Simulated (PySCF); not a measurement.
Job file and geometry (Å, from PBE0-D3(BJ)/def2-SVP) of a spin–spin coupling run on `B[C@@H]1CC1=C`, C4H7B, B3LYP/pcJ-1 indirect spin-spin coupling, non-relativistic, gas phase (PySCF 2.14.0, density-fitted response routines); density fitting, a coarse starting grid and PySCF grid level 2 are the driver's defaults:

```
{"job": {"kind": "j", "xc": "B3LYP", "basis": "pcJ-1"}, "charge": 0, "multiplicity": 1}
B     -1.002190     1.119594     0.689624
C     -0.836068    -0.238813     0.001382
C      0.257942    -1.211408     0.488205
C      0.538066    -0.289404    -0.586060
C      1.362431     0.222498    -1.485526
H     -1.903484     1.869065     0.389652
H     -0.176690     1.474342     1.501146
H     -1.632114    -0.663933    -0.620535
H      0.116214    -2.265994     0.229792
H      0.690552    -1.034567     1.478857
H      1.044892     1.022356    -2.159485
H      2.384119    -0.155068    -1.585708
```

**Question.** What does the program print?

**Answer.** 
```
coarse grid: 9776 points
cycle   1  E = -181.3437324480  dE =  4.697e-01  |g| = 3.474e-01  |ddm| = 2.817e+00
cycle   2  E = -181.3430195756  dE =  7.129e-04  |g| = 3.557e-01  |ddm| = 6.257e-01
cycle   3  E = -181.3767456513  dE = -3.373e-02  |g| = 4.062e-02  |ddm| = 3.468e-01
cycle   4  E = -181.3770376003  dE = -2.919e-04  |g| = 2.218e-02  |ddm| = 5.452e-02
cycle   5  E = -181.3771420783  dE = -1.045e-04  |g| = 8.864e-03  |ddm| = 2.113e-02
cycle   6  E = -181.3771606561  dE = -1.858e-05  |g| = 2.140e-03  |ddm| = 7.535e-03
cycle   7  E = -181.3771618159  dE = -1.160e-06  |g| = 4.404e-04  |ddm| = 2.093e-03
final grid: 93648 points
cycle   8  E = -181.4166200728  dE = -8.437e-05  |g| = 5.108e-03  |ddm| = 1.707e-02
cycle   9  E = -181.4166155054  dE =  4.567e-06  |g| = 6.469e-03  |ddm| = 9.418e-03
cycle  10  E = -181.4166261211  dE = -1.062e-05  |g| = 1.265e-03  |ddm| = 5.968e-03
cycle  11  E = -181.4166263936  dE = -2.725e-07  |g| = 6.976e-04  |ddm| = 1.339e-03
cycle  12  E = -181.4166265127  dE = -1.191e-07  |g| = 5.816e-05  |ddm| = 4.761e-04
cycle  13  E = -181.4166265136  dE = -9.774e-10  |g| = 9.625e-06  |ddm| = 6.988e-05
converged SCF energy = -181.4166265136

Indirect spin-spin couplings (Hz)
  i      j    bonds     total        FC       PSO       DSO        SD
  0 B    1 C    1     63.156    65.961    -3.135     0.194     0.136
  0 B    2 C    2      0.034     0.360    -0.281    -0.052     0.007
  0 B    3 C    2     -2.900    -2.700    -0.018     0.023    -0.205
  0 B    4 C    3      2.192     2.015     0.168    -0.044     0.052
  0 B    5 H    1    137.282   137.915    -1.465     0.384     0.448
  0 B    6 H    1    139.255   139.930    -1.538     0.447     0.416
  0 B    7 H    2     -1.164    -0.499    -0.155    -0.514     0.005
  0 B    8 H    3      5.158     5.247     0.528    -0.607    -0.010
  0 B    9 H    3      5.382     5.666    -0.221    -0.034    -0.029
  0 B   10 H    4     -1.025    -1.178     0.089    -0.025     0.089
  0 B   11 H    4     -1.292    -1.283     0.397    -0.381    -0.025
  1 C    2 C    1      8.898     8.541     0.185     0.172         -
  1 C    3 C    1      7.089     8.537    -1.663     0.215         -
  1 C    4 C    2     -1.785    -1.151    -0.543    -0.091         -
  1 C    5 H    2      6.621     7.122    -0.395    -0.105         -
  1 C    6 H    2      3.087     3.558    -0.361    -0.110         -
  1 C    7 H    1    167.647   165.963     0.811     0.873         -
  1 C    8 H    2     -2.977    -3.195     0.508    -0.291         -
  1 C    9 H    2     -0.443    -0.701     0.557    -0.299         -
  1 C   10 H    3      2.934     3.066     0.034    -0.167         -
  1 C   11 H    3      6.656     6.885     0.256    -0.486         -
  2 C    3 C    1     35.391    37.798    -2.609     0.203         -
  2 C    4 C    2     -0.994    -0.531    -0.353    -0.110         -
  2 C    5 H    3      6.591     6.665     0.281    -0.355         -
  2 C    6 H    3      5.262     5.219     0.038     0.005         -
  2 C    7 H    2      0.908     0.669     0.557    -0.318         -
  2 C    8 H    1    171.098   169.629     0.697     0.771         -
  2 C    9 H    1    175.783   174.439     0.558     0.785         -
  2 C   10 H    3      8.695     8.863     0.343    -0.512         -
  2 C   11 H    3      3.254     3.365     0.113    -0.223         -
  3 C    4 C    1    106.483   114.974    -8.676     0.185         -
  3 C    5 H    3     -0.388    -0.365     0.172    -0.196         -
  3 C    6 H    3      0.373     0.220     0.072     0.081         -
  3 C    7 H    2     -5.429    -5.492     0.274    -0.211         -
  3 C    8 H    2     -2.490    -2.330     0.126    -0.285         -
  3 C    9 H    2     -5.000    -4.920     0.223    -0.304         -
  3 C   10 H    2     -2.937    -1.287    -1.240    -0.409         -
  3 C   11 H    2      1.765     3.478    -1.315    -0.398         -
  4 C    5 H    4      0.200     0.233     0.132    -0.164         -
  4 C    6 H    4      0.578     0.554     0.118    -0.093         -
  4 C    7 H    3      3.514     3.654     0.184    -0.324         -
  4 C    8 H    3      2.616     2.732     0.249    -0.365         -
  4 C    9 H    3      2.947     3.075     0.237    -0.365         -
  4 C   10 H    1    174.270   173.196     0.527     0.547         -
  4 C   11 H    1    172.959   171.887     0.531     0.541         -
  5 H    6 H    2      4.672     4.860     1.679    -1.866         -
  5 H    7 H    3      6.287     6.425     0.291    -0.430         -
  5 H    8 H    4      1.264     1.326     1.365    -1.427         -
  5 H   11 H    5     -0.397    -0.311     1.010    -1.096         -
  6 H    7 H    3      9.544     9.760     2.010    -2.227         -
  6 H    8 H    4     -0.519    -0.474     1.476    -1.522         -
  6 H    9 H    4     -0.322    -0.336    -1.017     1.031         -
  6 H   11 H    5     -0.254    -0.179     0.647    -0.721         -
  7 H    8 H    3      9.156     9.211     0.193    -0.249         -
  7 H    9 H    3      6.455     6.446     2.704    -2.695         -
  7 H   10 H    4     -2.897    -2.755     0.469    -0.610         -
  7 H   11 H    4     -3.536    -3.374     1.468    -1.630         -
  8 H    9 H    2     -8.293    -8.436     3.153    -3.010         -
  8 H   10 H    4     -3.095    -2.939     1.520    -1.676         -
  8 H   11 H    4     -2.576    -2.439     0.624    -0.762         -
  9 H   10 H    4     -3.091    -2.940     1.541    -1.691         -
  9 H   11 H    4     -2.362    -2.226     0.623    -0.760         -
 10 H   11 H    2      0.480     0.240     3.786    -3.546         -
```

Size and cost of the density-fitted run: 205 basis functions, 19 s wall time on 1 thread of an Arm Neoverse V1, shared host.
